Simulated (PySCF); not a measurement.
PBE0 on Pd⁻ (palladium, charge -1), [Kr] 4d10 5s1, 2S determinant. Computed with PySCF 2.14 in aug-cc-pwCVDZ-PP with ECP28MDF (6s6p5d3f, 70 functions), with scalar relativity through the core potential.

```
cycle= 1 E= -127.449002068323  delta_E= -0.00796  |g|= 0.143  |ddm|= 0.572
cycle= 2 E= -127.428634806405  delta_E= 0.0204  |g|= 0.296  |ddm|= 0.495
cycle= 3 E= -127.456383366519  delta_E= -0.0277  |g|= 0.00818  |ddm|= 0.193
cycle= 4 E= -127.456458377995  delta_E= -7.5e-05  |g|= 0.00834  |ddm|= 0.0622
cycle= 5 E= -127.456491575576  delta_E= -3.32e-05  |g|= 0.00078  |ddm|= 0.0329
cycle= 6 E= -127.456491946177  delta_E= -3.71e-07  |g|= 5.5e-05  |ddm|= 0.0012
cycle= 7 E= -127.456491953844  delta_E= -7.67e-09  |g|= 8.99e-06  |ddm|= 0.000302
cycle= 8 E= -127.456491953978  delta_E= -1.33e-10  |g|= 1.08e-06  |ddm|= 6.79e-05
converged SCF energy = -127.456491953978  <S^2> = 0.75272415  2S+1 = 2.0027223
```

Highest occupied orbital energy: 0.901 eV; ⟨L²⟩ = 0.00; populations by l: s 3.00, p 6.00, d 10.00, f 0.00.

Task: Can this result be used?

Result: With care. Self-consistency was reached. Energies and moments cover only the electrons outside the core potential. At PBE0 the highest occupied level has a positive energy, so only the finite basis holds that electron; in a semilocal or global hybrid functional this comes from self-interaction and does not mean that the real anion is unbound.
